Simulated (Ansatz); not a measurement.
Species: Si$_{2}$H$_{3}$Cl$_{3}$ (charge 0, singlet). SMILES: [SiH3][Si](Cl)(Cl)Cl
Geometry: optimised at B3LYP-D3(BJ)/def2-TZVP (Ansatz, a quantum-chemistry and plane-wave program).

Wanted: atomisation energy, in kcal/mol. Set-up: valence correlation only; no spin-orbit coupling; six Cartesian d functions in 6-31G* and its kin unless marked 5d; non-relativistic; no dispersion term unless named; open shells spin-unrestricted; atomisation electronic, to ground-state atoms. Basis-set limits of correlation are two-point, X^-3; Hartree-Fock from the larger set. First-principles rows: single points at B3LYP-D3(BJ) geometries (Ansatz).

```
species               coefficient  E at HF/6-31G* (Ansatz), Eh  E at wB97X-V/def2-TZVPD (Ansatz), Eh
--------------------  -----------  ---------------------------  ------------------------------------
[SiH3][Si](Cl)(Cl)Cl           -1                  -1958.17558                           -1961.31464
Cl atom                        +3                   -459.44796                            -460.08005
H atom                         +3                     -0.49823                              -0.50049
Si atom                        +2                   -288.83179                            -289.31750
```

Coupled cluster (Ansatz) is a level with limits of its own, used here on species with T1 under 0.025 (0.045 for open shells) and stable references: CCSD(T)/CBS(aug-cc-pV(T+d)Z,aug-cc-pV(Q+d)Z). Value to compare with, CCSD(T)/CBS(aug-cc-pV(T+d)Z,aug-cc-pV(Q+d)Z) (Ansatz): 587.3 kcal/mol. 1 Eh = 627.5095 kcal/mol.

Q: Work the quantity out at each level, and compare with CCSD(T)/CBS(aug-cc-pV(T+d)Z,aug-cc-pV(Q+d)Z) (Ansatz).

A: 
- HF/6-31G*: the sum of coefficient times E is 0.67343 Eh, or 422.58 kcal/mol. Result: 422.6 kcal/mol. Its difference against CCSD(T)/CBS(aug-cc-pV(T+d)Z,aug-cc-pV(Q+d)Z) (Ansatz) is -164.7 kcal/mol.
- wB97X-V/def2-TZVPD: the sum of coefficient times E is 0.93802 Eh, or 588.62 kcal/mol. Result: 588.6 kcal/mol. Its difference against CCSD(T)/CBS(aug-cc-pV(T+d)Z,aug-cc-pV(Q+d)Z) (Ansatz) is 1.3 kcal/mol.
